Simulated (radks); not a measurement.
Results of a calculation; reference values are marked as such.
Task: The mean radii <r> (bohr) of the occupied orbitals of an atom or ion are listed with their occupations. Code: a radial shooting solver on a logarithmic mesh with Libxc functionals. Model: scalar-relativistic Kohn-Sham, r2SCAN, spin-polarised, spherical densities, finite nucleus; meta-GGA in the generalised Kohn-Sham scheme; Fermi nuclear charge, rms radius of each element as measured or else 0.836 A^(1/3) + 0.57 fm.

| orbital | occ. | <r> |
|---|---|---|
| 1s up | 1 | 0.1112 |
| 1s down | 1 | 0.1111 |
| 2s up | 1 | 0.5450 |
| 2s down | 1 | 0.5484 |
| 2p up | 3 | 0.5039 |
| 2p down | 2 | 0.5090 |

Name the element and its charge. Open shells, if any, are filled with parallel spins first.

Result: Z = 14, silicon, charge +5: Si5+ in [He] 2s2 2p5. The 1s radius gives Z: for a bare nucleus <r> = (2 gamma + 1)/(2Z) with gamma = sqrt(1 - (Z/c)^2), 0.1068 bohr for Z = 14, and screening makes it slightly larger (0.1112 here). The occupations add up to 9, and the charge is Z minus that.
